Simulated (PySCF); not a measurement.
Molybdenum: a sound run and one with changed settings

Sound run: Mo [Kr] 4d5 5s1, Mo+ [Kr] 4d5. Calculation: PySCF 2.14, in x2c-SVPall (6s5p5d1f, 53 functions); the spin-free X2C one-electron Hamiltonian (Gaussian nucleus). In the sound run the correlated levels freeze [Kr]. The sound run starts from symmetry-adapted Hartree-Fock orbitals and uses a fine grid where one is needed.

Changed run: basis STO-3G, all-electron and non-relativistic. This setting is unsound on purpose.

| species | method | sound run (hartree) | changed run (hartree) | converged |
| --- | --- | --- | --- | --- |
| Mo | UHF | -4045.82522 | -3935.89663 | yes |
| Mo | PBE0 | -4047.66990 | -3937.26743 | yes |
| Mo | M06-L | -4047.84083 | -3937.54943 | yes |
| Mo | MP2 | -4045.88518 | -3935.89722 | yes |
| Mo+ | UHF | -4045.59487 | -3935.80791 | yes |
| Mo+ | PBE0 | -4047.40559 | -3937.14112 | yes |
| Mo+ | M06-L | -4047.58912 | -3937.45970 | yes |
| Mo+ | MP2 | -4045.64155 | -3935.80842 | yes |

Ionisation energy of Mo:

| method | sound run (eV) | changed run (eV) |
| --- | --- | --- |
| UHF | 6.268 | 2.414 |
| PBE0 | 7.192 | 3.437 |
| M06-L | 6.849 | 2.442 |
| MP2 | 6.629 | 2.417 |
| SCS-MP2 | 6.389 | 2.415 |

A minimal basis cannot let orbitals breathe on ionisation and holds almost no correlation. The Hamiltonian changed with the basis, so the totals do not compare.

For comparison, NIST gives 7.092 eV between the lowest levels.
